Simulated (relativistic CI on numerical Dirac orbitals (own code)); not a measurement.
## Line list: Electric-dipole lines, In IV

Computed by Dirac-Coulomb-Breit CI, KLI orbitals optimised for each configuration, model QED (radiative potential, 1s self-energy scaled to tabulated hydrogen-like ionisation energies), valence Slater integrals scaled by 0.85, configuration energies shifted to the measured levels that pair with them (semi-empirical) (own radial code, finite nucleus).

Configuration list (outside the closed core [Kr]): 4d¹⁰, 4d⁹5s, 4d⁹5p, 4d⁸5s², 4d⁹5d, 4d⁹6s, 4d⁹6p, 4d⁹4f, 4d⁸4f², 4d⁹6d, 4d⁸5s5p, 4d⁹5f, 4d⁹5g, 4d⁹6f, 4d⁹6g, 4d⁸5p², 4d⁸5s5d, 4d⁸4f5s. Levels of other configurations are missing.

```csv
λ vac (Å),Lower,Upper,A (s⁻¹),E lower (cm⁻¹),E upper (cm⁻¹)
291.18,4d¹⁰ ¹S0 [1],4d⁹4f ¹P°1 [97],2.23e+10,0,343434
1036.9,4d⁹5p ³P°2 [6],4d⁹5d ³D3 [26],1.21e+09,194328,290772
1056.8,4d⁹5p ³P°2 [6],4d⁹5d ³P2 [22],2.38e+09,194328,288956
1063.4,4d⁹5p ³F°2 [10],4d⁹5d ³G3 [33],2.08e+09,202203,296244
1086.1,4d⁹5p ³F°3 [7],4d⁹5d ³G4 [23],3.62e+09,197063,289138
1088.5,4d⁹5p ³P°2 [6],4d⁹5d ³S1 [21],3.39e+09,194328,286200
1097.6,4d⁹5p ³F°4 [9],4d⁹5d ³F4 [29],1.14e+09,200943,292050
1102.5,4d⁹5p ¹D°2 [12],4d⁹5d ³G3 [33],1.59e+09,205544,296244
1129.7,4d⁹5p ³F°4 [9],4d⁹5d ³G5 [24],3.80e+09,200943,289466
1144.9,4d⁹5p ³F°3 [15],4d⁹5d ³G4 [35],3.51e+09,209533,296874
1156.6,4d⁹5p ³D°2 [17],4d⁹5d ³F3 [41],2.46e+09,212520,298982
1159.2,4d⁹5p ³D°3 [13],4d⁹5d ³F4 [29],2.40e+09,205785,292050
1176.7,4d⁹5p ³D°3 [13],4d⁹5d ³D3 [26],1.52e+09,205785,290772
1299.6,4d⁹5s ³D3 [2],4d⁹5p ³D°3 [13],9.13e+08,128840,205785
1386.9,4d⁹5s ³D3 [2],4d⁹5p ³F°4 [9],1.20e+09,128840,200943
1407.3,4d⁹5s ¹D2 [5],4d⁹5p ³F°3 [15],9.51e+08,138475,209533
1512.8,4d⁹5s ³D2 [3],4d⁹5p ³F°3 [7],6.47e+08,130960,197063
1527.0,4d⁹5s ³D3 [2],4d⁹5p ³P°2 [6],9.08e+08,128840,194328
2439.5,4d⁹5d ³G5 [24],4d⁹4f ³H°6 [61],7.35e+08,289466,330459
2455.7,4d⁹5d ³F4 [29],4d⁹4f ³G°5 [72],5.37e+08,292050,332771
```

Terms are leading LS components. Brackets give the number of a level in order of energy, since labels repeat. The list gives strong lines, with weight on those to low levels, without configurations that were not tied to measured data, without lines whose two gauges differ by over a factor of 2.5, among the lowest 375 of 1132 levels, so that lines to higher ones, which can be the strongest, are missing, and without lines across small gaps between configurations, and without 16 lines that miss the measured interval by over 3.5 %, start from a term whose rates miss tabulated ones by over 60 %, have gauges far apart or, lacking measured levels, span too small a gap for the errors found; lines with a level outside our table were not tested and can miss by more. Levels whose partners in the same complex of configurations lie outside the list can be far off, and so can their lines. Rates are taken at the computed energies, electric ones in the length gauge.

Configurations whose levels could be paired with our table of measured levels were shifted onto them, all but the ground configuration, by the median error of their levels; single terms can still be off by 1,000 to 2,000 cm⁻¹ or more, and rates follow the energies as ν³ (E1, M1) or ν⁵ (E2). The others borrow a shift and can be off by several thousand cm⁻¹ or more. The fine structure of a lone outer electron comes out too small, for d and f at times inverted, and misplaced configurations move strength between like terms. 44 of the 69 excited levels that our extract of the measured tables holds in this range could be paired (the sources list more); they are missed by 229 cm⁻¹ on average and 2314 at most, after the shifts were fitted to these levels, and levels without a partner can miss by more.

LS names give the leading component of a level, which can be under half, so a name can repeat, a term be missing and a line seem to break the LS rules.
